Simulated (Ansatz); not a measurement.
Ideal-gas functions of BH$_{6}$SbSi, SMILES `[BH2][SbH][SiH3]` at 800 K and 1 bar, from an Ansatz frequency run at PBE0-D4/def2-TZVP.

Molar mass 166.71 g/mol, point group C1 (symmetry number 1), electronic degeneracy 1, moments of inertia 71.464, 183.285, 240.084 u Å². Harmonic wavenumbers (cm⁻¹, unscaled): 48, 91, 234, 310, 423, 458, 516, 532, 626, 707, 861, 890, 932, 948, 1147, 1968, 2219, 2233, 2238, 2592, 2698.

Use S(trans) = R[1.5 ln M + 2.5 ln T − 1.1517]; rotational temperatures θ = 24.2544 K / I; S(rot) = R[ln(√π/σ · √(T³/θAθBθC)) + 1.5]; for each mode x = 1.438777 ν̃/T, S = R[x/(eˣ − 1) − ln(1 − e⁻ˣ)] and H = RT x/(eˣ − 1); 1 cm⁻¹ = 0.0119627 kJ/mol; R = 8.31446 J/(mol·K).

Q: By hand: the entropy, in J/(mol·K).

A: Translation 193.2. Rotation: θ = 0.3394, 0.1323, 0.101 K, giving 123.0. Vibration, mode by mode: 28.68, 23.37, 15.57, 13.28, 10.79, 10.16, 9.23, 8.99, 7.75, 6.86, 5.46, 5.24, 4.93, 4.82, 3.63, 1.12, 0.78, 0.76, 0.76, 0.45, 0.38, in all 163.0. Electronic 0.0. Sum 479.2 J/(mol·K).

Q: By hand: H − E and G − E in kJ/mol, counted from the electronic energy.

A: Zero-point energy ½ × 22671 × 0.0119627 = 135.6; thermal vibration 61.7; translation, rotation and pV give 4 RT = 26.6. H − E = 223.9 kJ/mol, and G − E = 223.9 − 800 × 479.2/1000 = -159.5 kJ/mol.

Vibration gives 34 % of the entropy, 52.1 J/(mol·K) of it from the modes under 150 cm⁻¹: soft modes count most, and the harmonic formula is weakest for them. The sum counts one conformer and one mirror image; others add a mixing term.
